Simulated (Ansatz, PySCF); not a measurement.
Precursor series Zn OH-NH2. All species are isolated molecules in the gas phase. One relaxed conformer stands for each flexible species; it need not be the lowest.

Quantity: redistribution energy (mixed species minus the weighted end members), in kJ/mol.

Level 1: TPSSh-D3(BJ)/def2-TZVP // PBE-D3(BJ)/def2-SVP (PySCF)
Level 2: frozen-core MP2/def2-TZVPP // PBE-D3(BJ)/def2-SVP (Ansatz, a program for electronic structure)
Level 3: frozen-core MP2/6-31G* (LANL2DZ on Zn) // PBE-D3(BJ)/def2-SVP (PySCF)
Level 4: HF/6-31G* (LANL2DZ on Zn) // PBE-D3(BJ)/def2-SVP (PySCF)

```tsv
species	level 1	level 2	level 3	level 4
1 of 2 OH replaced by NH2: [Zn(OH)(NH2)]	-2.17	-1.77	-1.77	-0.48
```
